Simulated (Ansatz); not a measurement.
Ansatz (a quantum-chemistry and plane-wave program) input:

Ansatz 0.2 input:
```yaml
crystal:
  periodic: [false, false, false]
  atoms:
    - {symbol: C, position_ang: [-1.55364481, 0.18472806, 0.20260344]}
    - {symbol: C, position_ang: [-0.56172745, -0.90153453, 0.47540713]}
    - {symbol: C, position_ang: [0.63354278, -0.01948338, 0.28346519]}
    - {symbol: C, position_ang: [-0.35075671, 1.10833889, -0.15840770]}
    - {symbol: N, position_ang: [1.59255528, -0.45090616, -0.73633612]}
    - {symbol: H, position_ang: [-2.13461923, 0.51483596, 1.07201779]}
    - {symbol: H, position_ang: [-2.26729897, -0.00367737, -0.60641601]}
    - {symbol: H, position_ang: [-0.66023377, -1.95093463, 0.72069776]}
    - {symbol: H, position_ang: [1.12519854, 0.22873018, 1.23999417]}
    - {symbol: H, position_ang: [-0.28278436, 2.04227357, 0.39805782]}
    - {symbol: H, position_ang: [-0.26766294, 1.30853319, -1.22479499]}
    - {symbol: H, position_ang: [1.93548781, -1.38069350, -0.51955801]}
    - {symbol: H, position_ang: [2.39954323, 0.16498167, -0.74405393]}
basis:
  gaussian:
    orbitals: aug-cc-pVDZ
magnetization: {spin_polarized: true, initial_magnetization: 1}
correlation: {method: ccsd_t, electrons: outside_noble_gas}
output: {forces: true}
```

Question: What final total energy does it print?

Answer: -211.33620 Eh (CCSD(T)/aug-cc-pVDZ). The basis has 187 functions.

It need not be the lowest isomer of its formula.
